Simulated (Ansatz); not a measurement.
```xyz
9

C     0.0087   -0.4096   -0.3534
C     0.0046   -0.4391    1.1643
O     0.0082    0.9278   -0.7842
H    -0.8896   -0.9664   -0.7212
H     0.8860   -0.9607   -0.7394
H     0.0068   -1.4733    1.5407
H     0.8992    0.0796    1.5476
H    -0.8892    0.0727    1.5450
H    -0.0053    0.9302   -1.7499
```

Basis set: cc-pVDZ (spherical functions). Left uncorrelated: 3 orbitals. Charge 0, multiplicity 1.

Computed with Ansatz (development build ahead of 0.2.0); each method stands on the lowest determinant of its kind that the runs found. Restricted open shells among the atoms or ions are ROHF, correlated in semicanonical orbitals with singles.

The atomization energy at this shape (free ground-state atoms in the same class of orbitals less the molecule, no zero-point energy) of singlet C₂H₆O:

```tsv
method	atomization energy
RHF	592.06 kcal/mol
```

What does RHF-MP2 give?

757.54 kcal/mol.
